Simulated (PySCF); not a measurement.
C₂H₇AlBrN (SMILES C[N](C)[AlH][Br]), singlet, geometry from GFN2-xTB (such geometries of metal compounds can be far from the true shape).

Here is a job for PySCF.
```python
from pyscf import gto, scf, mcscf, mp
import numpy

mol = gto.Mole()
mol.atom = '''
    Al   -0.45732501   -0.26296706    0.70154896
    H    -0.99041338   -0.95042947    1.94927876
    Br    1.47190151   -0.98616613   -0.19177157
    N    -1.40915570    1.08936699    0.01960701
    C    -1.13800374    1.90301316   -1.15405956
    C    -2.63751730    1.46873194    0.69650673
    H    -1.94609123    1.81279235   -1.88867879
    H    -1.03770952    2.96015462   -0.88354721
    H    -0.20686256    1.57246387   -1.61823858
    H    -2.59549674    2.50731332    1.04237915
    H    -3.50449891    1.36080764    0.03568228
    H    -2.77303936    0.81524435    1.56306053
'''
mol.basis = 'sto-3g'
mol.verbose = 4
mol.build()

mf = scf.RHF(mol)
mf.kernel()
mc = mcscf.CASSCF(mf, 6, 4)
mc.fix_spin_(ss=0.0)
noons, natorbs = mcscf.addons.make_natural_orbitals(mp.MP2(mf).run())
mc.kernel(natorbs)
occ = numpy.linalg.eigvalsh(mc.fcisolver.make_rdm1(mc.ci, mc.ncas, mc.nelecas))[::-1]
ss = mc.fcisolver.spin_square(mc.ci, mc.ncas, mc.nelecas)[0]
print('natural occupations', occ.round(4), ' <S^2>', round(ss, 4))
```

Question: What nuclear repulsion energy does CASSCF(4,6)/STO-3G (PySCF) give?

Answer: 376.7336 Eh

Question: Give the natural occupations of the active orbitals at the level CASSCF(4,6)/STO-3G.

Answer: 1.98, 1.98, 0.02, 0.02, 0.00, 0.00

Question: Predict the number of basis functions from CASSCF(4,6)/STO-3G.

Answer: 49

Question: Give the SCF-reference Mulliken (on the basis functions themselves) charges in atom order at the level CASSCF(4,6)/STO-3G.

Answer: Al1 1.01, H2 -0.25, Br3 -0.38, N4 -0.50, C5 -0.09, C6 -0.09, H7 0.05, H8 0.05, H9 0.05, H10 0.05, H11 0.05, H12 0.05

Question: Predict the SCF-reference HOMO energy from CASSCF(4,6)/STO-3G.

Answer: -7.15 eV
